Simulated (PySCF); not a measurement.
Species: C2H5F2OSi2 (doublet state).
Structure used (GFN2-xTB), in Å, numbered top down from 1:
```
atom  x, y, z in Å
F1    -0.1915   -1.9946   -0.7436
C2    -0.2036   -1.0178    0.2534
C3    -1.2747    0.0128   -0.0893
Si4   -0.4207    1.3930   -1.1190
F5    -0.7322    2.8114   -0.3893
O6     1.1446    1.1062   -0.7142
Si7    1.5281   -0.1555    0.2439
H8    -0.4636   -1.5598    1.1683
H9    -1.6417    0.4716    0.8302
H10   -2.1168   -0.4711   -0.5798
H11    1.8566    0.3544    1.5686
H12    2.5167   -0.9512   -0.4553
```

The hyperfine couplings belong to this conformer and change with its torsions.

Identity: `F[C@@H]1C[Si](F)O[SiH2]1` [radical].

Level of theory: UKS B3LYP, pcH-1 on C F H O Si, non-relativistic, mean-field spin-orbit, GIAO in PySCF. Geometry: GFN2-xTB, one conformer, isolated molecule. A GFN2-xTB geometry isn't a minimum of the functional, and hyperfine couplings can be far from their values at a DFT geometry, by a factor of two or more for some ions and for spin on atoms past the first row. Stability of the SCF solution: not tested.

Predict the first-order ENDOR lines of H8, H9, H10 and H11 under fast tumbling at B = 341.5 mT (X band).

For S = 1/2 in fast tumbling each set of equivalent nuclei gives two lines, ν± = |νn ± a/2| to first order, with νn = g_N μN B/h and μN/h = 7.62259 MHz/T.

```json
{"nuclei": "H8", "isotope": "1H", "g_N": "5.5857", "νn (MHz)": "14.54", "a_iso (MHz)": "18.87", "lower line (MHz)": "5.11", "upper line (MHz)": "23.97"}
{"nuclei": "H9", "isotope": "1H", "g_N": "5.5857", "νn (MHz)": "14.54", "a_iso (MHz)": "12.95", "lower line (MHz)": "8.07", "upper line (MHz)": "21.02"}
{"nuclei": "H10", "isotope": "1H", "g_N": "5.5857", "νn (MHz)": "14.54", "a_iso (MHz)": "-10.07", "lower line (MHz)": "9.50", "upper line (MHz)": "19.58"}
{"nuclei": "H11", "isotope": "1H", "g_N": "5.5857", "νn (MHz)": "14.54", "a_iso (MHz)": "9.53", "lower line (MHz)": "9.78", "upper line (MHz)": "19.30"}
```

Which pairs are centred on the nuclear Larmor frequency, and which on half the coupling?

Centred on νn, since |a| < 2νn: H8, H9, H10 and H11. No pair has |a| > 2νn.

At what field would the lower line of H9 fall to zero frequency?

Where νn = |a|/2, that is B = 6.48 MHz/(5.5857 × 7.62259 MHz/T) = 152 mT, as far as first order holds there.

Couplings of abundant isotopes left out: F5 (224.0 MHz).
